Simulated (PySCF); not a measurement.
# Mayer bond orders and bond lengths

Compound: C₅H₉PSi.
Numbering: `[SiH3:1][CH:2]1[CH:3]=[CH:4][PH:5][CH:6]=[CH:7]1` (hydrogens: H8, H9, H10 on Si1; H11 on C2; H12 on C3; H13 on C4; H14 on P5; H15 on C6; H16 on C7)

Geometry (GFN2-xTB, Å), atoms numbered from 1 in this order:
```
atom  x, y, z in Å
Si1    1.8906   -0.1334   -0.9163
C2     0.7172   -0.3947    0.5883
C3    -0.3727   -1.3335    0.2012
C4    -1.5014   -0.9551   -0.3864
P5    -1.7976    0.7666   -0.8681
C6    -0.8893    1.5026    0.5170
C7     0.1896    0.9258    1.0325
H8     1.1173    0.4586   -2.0040
H9     2.9716    0.7539   -0.4833
H10    2.4245   -1.4436   -1.2922
H11    1.3022   -0.8384    1.3989
H12   -0.2064   -2.3756    0.4427
H13   -2.2701   -1.6676   -0.6528
H14   -3.0761    0.8726   -0.2893
H15   -1.2418    2.4636    0.8662
H16    0.7349    1.4071    1.8344
```

Bond orders from the PBE0/pcSseg-1 density (PySCF). The structure is a single GFN2-xTB conformer in the gas phase; no vibrational or solvent corrections.

Question: How far do the computed orders between heavy atoms stray from the drawn ones?

Answer: The largest departure is 0.170, at Si1–C2 (drawn single, 0.830). Drawn single, order below 0.88: Si1–C2 (0.830).

Question: Give the Mayer order of every bond, beside its length.

Answer: 
| bond | drawn as | length (Å) | Mayer order |
| --- | --- | --- | --- |
| Si1–C2 | single | 1.926 | 0.830 |
| C2–C3 | single | 1.490 | 1.033 |
| C3–C4 | double | 1.328 | 1.882 |
| C4–P5 | single | 1.812 | 0.967 |
| P5–C6 | single | 1.812 | 0.966 |
| C6–C7 | double | 1.328 | 1.882 |
| C7–C2 | single | 1.490 | 1.033 |
| Si1–H8 | single | 1.460 | 0.943 |
| Si1–H9 | single | 1.464 | 0.933 |
| Si1–H10 | single | 1.464 | 0.934 |
| C2–H11 | single | 1.094 | 0.928 |
| C3–H12 | single | 1.083 | 0.965 |
| C4–H13 | single | 1.081 | 0.940 |
| P5–H14 | single | 1.407 | 0.930 |
| C6–H15 | single | 1.082 | 0.940 |
| C7–H16 | single | 1.083 | 0.965 |

Bonds between the same two heavy elements. C–C: lowest C2–C3 and C7–C2 (1.033, 1.490 Å), highest C3–C4 and C6–C7 (1.882, 1.328 Å). C–P: all 2 within 0.02 of one another (0.966 to 0.967). Bonds named together lie within 0.004.

Question: Sum the orders of all bonds at each heavy atom with more than one neighbour and set the sums beside the valence in the SMILES.

Answer: Si1 3.640 (drawn 4), C2 3.824 (drawn 4), C3 3.880 (drawn 4), C4 3.789 (drawn 4), P5 2.863 (drawn 3), C6 3.788 (drawn 4), C7 3.880 (drawn 4). Orders between atoms that aren't bonded are not in these sums.

The Mayer order sums products of elements of PS (density times overlap matrix) between the two atoms' basis functions, so it depends on the basis set.
